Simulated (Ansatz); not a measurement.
Ideal-gas functions of AsH₄NO₂Si, SMILES `O[SiH]1N[As]1O` at 400 K and 1 bar, from an Ansatz frequency run at PBE0-D4/def2-TZVP.

Molar mass 153.05 g/mol, point group C1 (symmetry number 1), electronic degeneracy 1, moments of inertia 109.001, 243.086, 303.99 u Å². Harmonic wavenumbers (cm⁻¹, unscaled): 102, 186, 249, 290, 331, 390, 425, 465, 549, 612, 682, 811, 849, 934, 943, 982, 1014, 2284, 3645, 3832, 3866.

Use S(trans) = R[1.5 ln M + 2.5 ln T − 1.1517]; rotational temperatures θ = 24.2544 K / I; S(rot) = R[ln(√π/σ · √(T³/θAθBθC)) + 1.5]; for each mode x = 1.438777 ν̃/T, S = R[x/(eˣ − 1) − ln(1 − e⁻ˣ)] and H = RT x/(eˣ − 1); 1 cm⁻¹ = 0.0119627 kJ/mol; R = 8.31446 J/(mol·K).

Q: By hand: the entropy, in J/(mol·K).

A: Translation 177.7. Rotation: θ = 0.2225, 0.0998, 0.0798 K, giving 118.3. Vibration, mode by mode: 16.70, 11.81, 9.50, 8.33, 7.34, 6.15, 5.55, 4.94, 3.89, 3.25, 2.67, 1.85, 1.66, 1.30, 1.27, 1.13, 1.03, 0.02, 0.00, 0.00, 0.00, in all 88.4. Electronic 0.0. Sum 384.4 J/(mol·K).

Q: By hand: H − E and G − E in kJ/mol, counted from the electronic energy.

A: Zero-point energy ½ × 23441 × 0.0119627 = 140.2; thermal vibration 20.3; translation, rotation and pV give 4 RT = 13.3. H − E = 173.8 kJ/mol, and G − E = 173.8 − 400 × 384.4/1000 = 20.0 kJ/mol.

Vibration gives 23 % of the entropy, 16.7 J/(mol·K) of it from the mode under 150 cm⁻¹: soft modes count most, and the harmonic formula is weakest for them. The sum counts one conformer and one mirror image; others add a mixing term.
